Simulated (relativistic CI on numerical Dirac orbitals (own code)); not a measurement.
# Sensitivity of the levels of Tb XXI to α and to the nuclear radius

These numbers are calculated, not measured: Dirac-Coulomb-Breit CI, separate exchange-only KLI orbitals for each configuration, derivatives by finite differences, unscaled Slater integrals, QED left out (own radial code, finite nucleus).

Configuration list (outside the closed core [Ar] 3d10): 4s²4p⁶4d⁹, 4s²4p⁵4d¹⁰, 4s²4p⁶4d⁸4f, 4s4p⁶4d¹⁰, 4s²4p⁵4d⁹4f, 4s²4p⁶4d⁸5s, 4s4p⁶4d⁹4f, 4s²4p⁶4d⁸5p. Levels of other configurations are missing.

With x = (α/α₀)² − 1 an excitation energy changes as ω = ω₀ + qx; K = 2q/ω₀ is the relative enhancement. Terms are leading LS components, so labels can repeat. The field-shift factor is F = δν/δ⟨r²⟩ for the transition from the lowest level.

Lowest level 4s²4p⁶4d⁹ ²D5/2.

```tsv
Level	ω₀ (cm⁻¹)	q (cm⁻¹)	F (GHz/fm²)
4s²4p⁶4d⁹ ²D3/2	60634	60810	1.08
4s²4p⁵4d¹⁰ ²P°3/2	1077470	74000	5.68
4s²4p⁶4d⁸4f ⁴F°5/2	1175243	-2629	9.97
4s²4p⁶4d⁸4f ⁴F°7/2	1176620	2395	10.1
4s²4p⁶4d⁸4f ⁴D°3/2	1186093	-562.7	10
4s²4p⁶4d⁸4f ⁴F°9/2	1187152	11340	10.4
4s²4p⁶4d⁸4f ²F°5/2	1194561	4560	10.1
4s²4p⁶4d⁸4f ²P°1/2	1197540	20660	9.38
4s²4p⁶4d⁸4f ⁴I°15/2	1202048	4496	10.4
4s²4p⁶4d⁸4f ⁴I°13/2	1202612	-1999	10.2
4s²4p⁶4d⁸4f ⁴D°7/2	1204836	13690	10.3
4s²4p⁶4d⁸4f ⁴H°11/2	1208685	378.1	10.2
4s²4p⁶4d⁸4f ⁴F°3/2	1211964	22440	10.6
```

At this charge energies of transitions that change n are usually good to better than 1 %, and those within a shell (Δn = 0) to a few per cent.

(1) Which transition from the lowest level has the largest |K|?

Results:

(1) 4s²4p⁶4d⁹ ²D3/2 at 60634 cm⁻¹, K = 2.01.
